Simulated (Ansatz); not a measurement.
A geometry relaxed with B3LYP-D3(BJ)/def2-SVP in Ansatz (a program for electronic structure), charge 0, multiplicity 1:

```xyz
21

C     -1.6931    -1.4285    -0.2368
C      0.5082     1.6802    -0.1459
C     -1.8111     1.6267    -0.5991
S      0.1169     3.3692    -0.4139
H     -2.8066     1.2073    -0.7380
C      0.7521    -1.0546     0.2070
C     -0.6411     0.8510    -0.2848
H     -1.0668    -3.1193     0.9063
C     -1.5503     2.9635    -0.6990
H      4.2374    -0.1215     0.8165
H     -2.2622     3.7562    -0.9265
C      1.7597     1.1579     0.1707
H     -2.5223    -1.0192    -0.8232
H      0.8790    -2.1330     0.3210
C      1.9013    -0.2328     0.3529
H      2.6287     1.8115     0.2738
H      3.3968    -2.0301     0.8327
H     -2.7464    -3.2361     0.1097
C     -1.8376    -2.6553     0.2847
C     -0.5149    -0.5559    -0.0979
B      3.2725    -0.8373     0.6899
```

**Question.** Write the SMILES of this molecule.

**Answer.** `Bc1cc(C=C)c2ccsc2c1`
